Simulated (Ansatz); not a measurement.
C₂H₅NSSi (`C[SiH](S)C#N`), relaxed with RKS PBE-D4/def2-SVP in the Gaussian-basis code of Ansatz from a rough embedded geometry. The force threshold is 0.03 eV/Å; the program also tests the step.

Total charge 0; spin multiplicity 1.

Start:

```xyz
10

C    -0.806   -1.158   -0.601
Si    0.361   -0.016    0.250
S     1.526    0.902   -1.288
C    -0.399    1.363    1.264
N    -0.982    2.160    1.896
H    -0.352   -1.899   -1.145
H    -1.442   -1.650    0.186
H    -1.501   -0.564   -1.218
H     1.320   -0.833    1.124
H     2.274    1.694   -0.467
```

```
step  energy (eV)  largest force (eV/Å)  largest move (Å)
   1  -22337.2023                 3.224             0.000
   2  -22337.4320                 0.743             0.130
   3  -22337.4576                 0.190             0.046
   4  -22337.4621                 0.126             0.029
   5  -22337.4641                 0.111             0.062
   6  -22337.4645                 0.073             0.042
   7  -22337.4659                 0.020             0.036
```

End:

```xyz
10

C    -0.847   -1.130   -0.564
Si    0.422   -0.005    0.232
S     1.519    0.979   -1.343
C    -0.470    1.278    1.263
N    -1.027    2.089    1.904
H    -0.344   -1.911   -1.167
H    -1.462   -1.624    0.215
H    -1.521   -0.549   -1.225
H     1.338   -0.720    1.181
H     2.392    1.593   -0.496
```

Hardware: 4 threads of an Arm Neoverse V1 on a shared host. Wall time 8.5 s, peak host memory 0.15 GiB.
